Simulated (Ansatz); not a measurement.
Harmonic frequencies (cm⁻¹) at PBE0-D4/def2-TZVP from Ansatz: 83, 100, 122, 163, 256, 326, 452, 502, 552, 655, 768, 820, 849, 1043, 1117, 1315, 1443, 1449, 1928, 1944, 2617, 3023, 3075, 3147.

Each molecule was computed in one conformer, which needn't be the lowest.

(1) Which molecule is it?
A. `BOC1CO1`
B. `CB[Te][AlH2]`
C. `NB(O)CO`
D. `B1BSC1`

Results:

(1) B.
